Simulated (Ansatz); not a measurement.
Reaction (ligand exchange at the Si–Cl bond): `[SiH3][SiH2]Cl` + `BNC=C` → `BN(C=C)[SiH2][SiH3]` + HCl

Gas-phase electronic energies from Ansatz, PBE0-D4/def2-TZVP geometries. CCSD(T)/CBS adds triple-zeta CCSD(T) − MP2 to the extrapolated MP2 energy (def2 sets, frozen cores). This one scheme is used for every species. Functionals use def2-TZVPP. B3LYP here is the variant with VWN-RPA as its local correlation; programs differ in this. HSE06 is defined as in plane-wave codes. One conformer a species, not always the lowest.

`[SiH3][SiH2]Cl`:

Z-matrix (Å, degrees):
```
Si
Si 1 2.338
H 1 1.486 2 109.6
H 1 1.488 2 109.6 3 119.9
H 1 1.486 2 109.6 3 -120.2
Cl 2 2.065 1 108.7 3 60.2
H 2 1.485 1 111.8 3 -58.6
H 2 1.485 1 111.9 3 179.0
```

`BNC=C`:

Cartesian coordinates in Å:
```
B 1.076 1.020 1.132
N -0.031 0.480 0.476
C -0.008 -0.505 -0.504
C -1.078 -1.003 -1.115
H 2.164 0.616 0.844
H 0.896 1.866 1.955
H -0.957 0.810 0.706
H 0.991 -0.852 -0.743
H -2.082 -0.662 -0.883
H -0.970 -1.770 -1.868
```

`BN(C=C)[SiH2][SiH3]`:

```xyz
16

B     0.597    2.323    0.000
N     0.200    1.019    0.353
C    -1.055    0.803    0.939
C    -1.526   -0.362    1.374
Si    1.233   -0.376   -0.005
Si    0.192   -1.817   -1.541
H     1.665    2.496   -0.505
H    -0.155    3.231    0.214
H    -1.657    1.703    1.019
H    -2.518   -0.415    1.802
H    -0.957   -1.284    1.337
H     1.546   -1.103    1.255
H     2.486    0.172   -0.572
H     1.248   -2.556   -2.286
H    -0.690   -2.811   -0.875
H    -0.610   -1.022   -2.508
```

HCl:

Z-matrix (Å, degrees):
```
Cl
H 1 1.279
```

| level | ΔE (kJ/mol) |
| --- | --- |
| B97M-V | 70.4 |
| HSE06-D4 | 68.7 |
| revPBE | 86.0 |
| r2SCAN | 73.8 |
| B3LYP | 81.4 |
| CCSD(T)/def2-SVP | 59.6 |
| HF/CBS(def2) | 84.4 |
| MP2/CBS(def2) | 61.2 |

What does CCSD(T)/CBS give? (Best estimate.)

Computed: +60.9 kJ/mol. The listed levels differ from it by 9.5, 7.8, 25.1, 12.9, 20.5, -1.3, 23.5, 0.3 kJ/mol.

Largest T1 diagnostic among the species: 0.014.

From BLYP to BHLYP (50 % exact exchange), in def2-TZVPP and without D4, ΔE moves by −4.7 kJ/mol. In def2-TZVPP, CCSD(T) changes the Hartree–Fock value by −28.0 kJ/mol (the triples alone add −3.8 kJ/mol) and MP2 by −27.7 kJ/mol. The D4 term adds −16.2 kJ/mol with B3LYP and −9.4 kJ/mol with PBE0; it sums over pairs of atoms, weighted by their polarisabilities, and B3LYP, whose exchange is more repulsive, gets the larger term.
